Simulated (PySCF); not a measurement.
## Correlation energy of Rb²⁺ (rubidium, charge +2)

[Ar] 3d10 4s2 4p5, 2P determinant. All numbers are calculated (PySCF 2.14, scalar relativity by spin-free X2C-1e, in jorge-DZP-DKH). Frozen: [Ar] 3d10 4s2; 5 electrons correlated.

Total MP2 correlation energy: -42.67 mhartree.

Same-spin part -13.20 and opposite-spin part -29.47 mhartree; SCS-MP2 scales them by 1/3 and 6/5 to -39.77 mhartree.

```json
{"level": "CCSD", "correlation energy (mhartree)": "-49.49"}
{"level": "(T)", "correlation energy (mhartree)": "-0.02"}
{"level": "CCSD(T)", "correlation energy (mhartree)": "-49.51"}
```

Diagnostics: T1 = 0.00029, D1 = 0.0005, largest double amplitude 0.034.

Cost of the coupled-cluster step: 0.14 s of wall time on 1 thread of Neoverse-V1 (shared host), for 5 correlated electrons.

Iterations:

```
CC2 = 0
CCSD nocc = (np.int64(3), np.int64(2)), nmo = (21, 21)
frozen orbitals [[0, 1, 2, 3, 4, 5, 6, 7, 8, 9, 10, 11, 12, 13, 14], [0, 1, 2, 3, 4, 5, 6, 7, 8, 9, 10, 11, 12, 13, 14]]
max_cycle = 100
direct = 0
conv_tol = 1e-08
conv_tol_normt = 1e-06
diis_space = 8
diis_start_cycle = 0
Init t2, MP2 energy = -0.0426735335932578
Init E_corr(UCCSD) = -0.0426735335934014
cycle = 1  E_corr(UCCSD) = -0.0484954147674974  dE = -0.00582188117  norm(t1,t2) = 0.0180253
cycle = 2  E_corr(UCCSD) = -0.0493206087038464  dE = -0.000825193936  norm(t1,t2) = 0.00327315
cycle = 3  E_corr(UCCSD) = -0.0494962225807941  dE = -0.000175613877  norm(t1,t2) = 0.000828834
cycle = 4  E_corr(UCCSD) = -0.0494920872277784  dE = 4.13535302e-06  norm(t1,t2) = 8.54261e-05
cycle = 5  E_corr(UCCSD) = -0.0494921308219968  dE = -4.35942184e-08  norm(t1,t2) = 6.19664e-06
cycle = 6  E_corr(UCCSD) = -0.0494921216060045  dE = 9.2159923e-09  norm(t1,t2) = 7.55492e-07
UCCSD converged
E(UCCSD) = -2977.752073626332  E_corr = -0.0494921216060045
UCCSD(T) correction = -2.24113179853778e-05
```
